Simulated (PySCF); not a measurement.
Electric field gradients and quadrupole coupling constants

B(CN)3, C₃BN₃.
Cartesian coordinates in Å at the PBE0-D3(BJ)/def2-SVP level; atoms count from 1:
```
atom  x, y, z in Å
B1     0.0116   -0.0134   -0.0105
C2     1.5405   -0.0041   -0.0127
N3     2.7013    0.0029   -0.0153
C4    -0.7616    1.3052   -0.0275
N5    -1.3484    2.3067   -0.0420
C6    -0.7406   -1.3442    0.0111
N7    -1.3110   -2.3551    0.0285
```

Field gradients from the PBE0/pcSseg-1 density (PySCF, non-relativistic), principal values in atomic units, ordered |Vxx| ≤ |Vyy| ≤ |Vzz|:

| atom | Vxx | Vyy | Vzz |
| --- | --- | --- | --- |
| B1 | -0.2297 | -0.2301 | 0.4598 |
| N3 | 0.3484 | 0.8391 | -1.1875 |
| N5 | 0.3487 | 0.8389 | -1.1877 |
| N7 | 0.3484 | 0.8392 | -1.1876 |

Task: Find the asymmetry η = (Vxx − Vyy)/Vzz and the couplings χ = eQV/h (234.96 MHz × Q in barn × V in au), with Q(11B) = 0.04059 b, Q(14N) = 0.02044 b.

Result: 
| atom | environment | nucleus | η | χzz (MHz) | χxx (MHz) | χyy (MHz) |
| --- | --- | --- | --- | --- | --- | --- |
| B1 | boron bonded to 3 C | 11B | 0.00 | 4.385 | -2.191 | -2.194 |
| N3 | nitrogen bonded to C | 14N | 0.41 | -5.70 | 1.67 | 4.03 |
| N5 | nitrogen bonded to C | 14N | 0.41 | -5.70 | 1.67 | 4.03 |
| N7 | nitrogen bonded to C | 14N | 0.41 | -5.70 | 1.67 | 4.03 |

The gradient is axial or nearly so (η below 0.05) at B1. The tensor is traceless: Vxx + Vyy + Vzz = 0.

Task: What is Vzz at N5 in SI units (1 au = 9.71736 × 10²¹ V/m²)?

Result: -1.1877 au = -11.541 × 10²¹ V/m².

Task: And the gradient at the other heavy atoms, for which no coupling is worked out here?

Result: 
```csv
atom,environment,Vzz (au),η
C2,carbon bonded to B and N,-0.433,0.09
C4,carbon bonded to B and N,-0.433,0.09
C6,carbon bonded to B and N,-0.433,0.09
```

Isolated species at its PBE0-D3(BJ)/def2-SVP geometry, gas phase. These gradients aren't converged with respect to the basis.
